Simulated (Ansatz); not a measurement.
CH8OSiSn, SMILES `O[CH]([SiH3])[SnH3]`. Charge 0, multiplicity 1. Sn: def2 effective core potential. The structure was optimised at the PBE0-D4/def2-TZVP level. It is one conformer, not always the lowest.

```xyz
12

O     1.661    0.594    0.567
C     0.647   -0.269    0.066
Si    0.302    0.187   -1.725
Sn   -1.169   -0.136    1.270
H     1.876    0.340    1.469
H     0.960   -1.322    0.094
H    -0.187    1.587   -1.814
H    -0.763   -0.732   -2.214
H     1.513    0.035   -2.575
H    -0.624   -0.032    2.892
H    -2.157   -1.519    1.086
H    -2.060    1.267    0.884
```

(1) What is the dipole moment at B3LYP/def2-TZVPP? (An estimate is asked.)

(2) And with PBE, r2SCAN, ωB97M-V? (Best estimate.)

(3) Give the Mulliken charges with B3LYP, ωB97M-V, r2SCAN in def2-TZVPP. (Best estimate.)

## Answers

(1) Ansatz gave: 1.48 D, with components (0.12, -1.14, 0.93) D in this frame, pointing from negative to positive charge.

(2) Computed: PBE 1.45 D, r2SCAN 1.48 D, ωB97M-V 1.52 D.

(3) Computed: 
| atom | B3LYP | ωB97M-V | r2SCAN |
| --- | --- | --- | --- |
| O1 | -0.34 | -0.31 | -0.34 |
| C2 | -0.18 | -0.26 | -0.17 |
| Si3 | 0.24 | 0.16 | 0.27 |
| Sn4 | 0.54 | 0.42 | 0.51 |
| H5 | 0.19 | 0.18 | 0.20 |
| H6 | 0.12 | 0.15 | 0.10 |
| H7 | -0.06 | -0.02 | -0.06 |
| H8 | -0.07 | -0.03 | -0.07 |
| H9 | -0.06 | -0.02 | -0.07 |
| H10 | -0.14 | -0.10 | -0.13 |
| H11 | -0.13 | -0.09 | -0.12 |
| H12 | -0.12 | -0.08 | -0.11 |

B3LYP here is the variant with VWN-RPA as its local correlation; programs differ in this.
